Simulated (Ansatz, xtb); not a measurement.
# A geometry optimisation of BrH5NSi2+ with r2SCAN-D4/def2-SVP

The starting geometry of this gas-phase singlet has its atoms placed at random.

```yaml
atoms:
  - { symbol: Br, position_ang: [-0.3112, 0.0260, 0.4135] }
  - { symbol: N, position_ang: [0.0578, 0.5029, -2.3992] }
  - { symbol: Si, position_ang: [1.1868, 1.4061, -0.7139] }
  - { symbol: Si, position_ang: [-1.9165, 1.0053, 1.0122] }
  - { symbol: H, position_ang: [0.7520, -0.1135, -0.9157] }
  - { symbol: H, position_ang: [-0.5504, 1.2741, 2.0940] }
  - { symbol: H, position_ang: [-1.7981, -0.2343, -1.1652] }
  - { symbol: H, position_ang: [-0.7396, 2.0234, 0.3873] }
  - { symbol: H, position_ang: [-1.3974, 0.9241, -1.0902] }
```

Guess where an optimisation with r2SCAN-D4/def2-SVP ends from this start.

It ends as a structure with H8 bridging Si3 and Si4, given below by its coordinates. Distances that change by over a tenth: Br1–Si4 (1.97 → 2.21 Å), Si3–H8 (2.30 → 1.83 Å), Si4–H6 (1.76 → 1.48 Å). Contacts that open: Br1–Si3 (2.33 → 3.16 Å), Br1–H5 (1.71 → 4.57 Å), Si3–H5 (1.59 → 2.36 Å). Contacts that close: N2–Si3 (2.22 → 1.69 Å), N2–H5 (1.75 → 1.02 Å), N2–H9 (2.00 → 1.02 Å), Si4–H7 (2.51 → 1.48 Å).

The energy falls by 18.52 eV over 28 steps:

```csv
step,E − E(last) (eV)
1,18.518
4,8.681
7,5.509
10,4.285
13,1.116
16,0.132
19,0.013
22,0.004
25,0.000
28,0.000
```

Final geometry (Å):

```xyz
9

Br    0.2680   -0.5920    1.5912
N     0.1673    0.6280   -2.0824
Si    0.9687    1.3644   -0.7876
Si   -1.3327    0.8720    1.1732
H     0.7208    0.2748   -2.8693
H    -1.5682    1.8185    2.2839
H    -2.5031    0.2637    0.5015
H    -0.6138    1.7381    0.0592
H    -0.8236    0.4463   -2.2470
```

From the same start GFN2-xTB ends elsewhere, in pieces: BrH3Si + H2NSi.

From so rough a start the end depends on the optimiser's path, so another program may land elsewhere. No frequencies were run, so the end isn't proven a minimum. Run with Ansatz 0.2.0, 38 s on 2 threads of Intel(R) Xeon(R) 6975P-C (Granite Rapids), with other jobs on the host.
